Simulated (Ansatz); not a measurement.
Consider the redistribution: `C[S][SnH2][Cl]` + `O[Si@H]1S[C@H]1F` → `C[S][SnH]([F])[Cl]` + `O[SiH]1CS1`.

Calculated with Ansatz (gas phase, PBE0-D4/def2-TZVP geometries, no zero-point term in ΔE). CBS: MP2 limit from def2 TZ/QZ plus the TZ coupled-cluster correction, frozen cores. DFT in def2-TZVPP. HSE06 is defined as in plane-wave codes. Elements past krypton have def2 core potentials. For Sn outer-core shells are correlated without core-valence functions, which leaves a few kJ/mol of doubt a bond. Each species was taken in one conformer, which may not be the lowest.

(1) Is it downhill or uphill in electronic energy at CCSD(T)/CBS, and by how much? (An estimate is asked.)

(2) What do these levels give: r2SCAN-D4, HSE06-D4, CAM-B3LYP-D4, ωB97M-V, revPBE, r2SCAN0, CAM-B3LYP, HF/def2-TZVPP, SCS-MP2/def2-TZVPP, SCS-MP2/def2-QZVPP, MP2/CBS(def2), CCSD/CBS(def2)? (An estimate is asked.)

Largest T1 diagnostic among the species: 0.013.

Results:

(1) The calculation gave: Downhill: ΔE = -38.0 kcal/mol.

(2) The calculation gave: r2SCAN-D4 -35.8, HSE06-D4 -34.3, CAM-B3LYP-D4 -35.4, ωB97M-V -35.5, revPBE -34.3, r2SCAN0 -35.8, CAM-B3LYP -35.4, HF/def2-TZVPP -36.9, SCS-MP2/def2-TZVPP -37.7, SCS-MP2/def2-QZVPP -39.1, MP2/CBS(def2) -40.3, CCSD/CBS(def2) -38.1 kcal/mol.

From BLYP to BHLYP (50 % exact exchange), in def2-TZVPP and without D4, ΔE moves by −1.1 kcal/mol. At CCSD(T), def2-SVP lies +4.1 kcal/mol from the extrapolated value and def2-TZVPP +2.0 kcal/mol. Leaving LDA and LC-ωPBE aside and taking each functional with its dispersion term where it has one, the values, not all of them listed here, spread over 3.0 kcal/mol, from B2PLYP to PBE-D4. LDA lies +3.4 kcal/mol from PBE without D4.
